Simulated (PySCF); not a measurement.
SbO⁺: one state, many levels of theory

State: ¹Σ⁺ (singlet), closed shell. Set-up: basis Sb cc-pVDZ-PP with ECP28, O cc-pVDZ; scalar-relativistic core potentials; PySCF 2.14. De refers to Sb⁺ + O in their high-spin ground configurations, without counterpoise correction. A positive dipole points towards O; it is taken about the centre of mass and depends on that origin. Levels whose curve was spin-contaminated or gave no clean fit are not listed.

```
      Level  Re (Å)  ωe (cm⁻¹)  De (eV)  μ (D)
        RHF   1.740       1090    0.393  -4.51
   RHF-CCSD   1.795        937     3.89    n/a
RHF-CCSD(T)   1.826        836     4.44    n/a
        LDA   1.799        909     6.73  -3.03
        PBE   1.816        881     5.63  -3.09
       BP86   1.816        881     5.64  -3.09
     r²SCAN   1.797        926     4.96  -3.30
    r²SCANh   1.787        949     4.60  -3.44
       PBE0   1.784        958     4.53  -3.51
    LC-ωPBE   1.762       1022     4.36  -3.64
```

The bond length runs from 1.740 Å (RHF) to 1.826 Å (RHF-CCSD(T)). De spans 0.39 eV (RHF, mean field) to 6.73 eV (LDA, local density). Correlation at CCSD(T) changes the Hartree–Fock bond energy by +4.05 eV; the triples alone change it by +0.55 eV.

Correlated steps freeze 5 core orbitals. Correlated levels converge slowly with the basis: in double zeta they bind strong bonds too weakly, by up to about 1 eV, and carry superposition errors of some tenths. Spin–orbit coupling is left out, which matters for elements this heavy, above all for dissociation energies. For an ion De counts to the pair picked by the measured ionisation energies or electron affinities, which need not be the lowest pair at this level. Where the molecule has an RHF reference, its open-shell atoms are computed with UHF. The CCSD T1 diagnostic is raised, a sign that a single reference may not be enough here.
